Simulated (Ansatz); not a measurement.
Gas-phase electronic energies from Ansatz, PBE0-D4/def2-TZVP geometries. CCSD(T)/CBS is the MP2 limit (def2-TZVPP, def2-QZVPP) plus CCSD(T) − MP2 in def2-TZVPP, frozen cores. DFT in def2-TZVPP. Elements past krypton have def2 core potentials. For In outer-core shells are correlated without core-valence functions, which leaves a few kJ/mol of doubt a bond. Each species was taken in one conformer, which may not be the lowest.

Reaction (ligand exchange at the Si–O bond): `[SiH3][O][In]([Cl])[O][SiH3]` + `NB(O)O[SiH3]` → `NB(O[SiH3])O[SiH3]` + `[OH][In]([Cl])[O][SiH3]`

```tsv
level	ΔE (eV)
B2PLYP	0.13
SCS-MP2/def2-TZVPP	0.16
```

(1) What does CCSD(T)/CBS give? (Best estimate.)

Largest T1 diagnostic among the species: 0.015.

Answers

(1) Ansatz gave: +0.13 eV. The listed levels differ from it by 0.00, 0.03 eV.

The D4 term adds −0.05 eV with B3LYP and −0.03 eV with PBE0; it sums over pairs of atoms, weighted by their polarisabilities, and B3LYP, whose exchange is more repulsive, gets the larger term. In def2-TZVPP, CCSD(T) changes the Hartree–Fock value by −0.08 eV (the triples alone add −0.01 eV) and MP2 by −0.07 eV.

B3LYP here is the variant with VWN-RPA as its local correlation; programs differ in this.
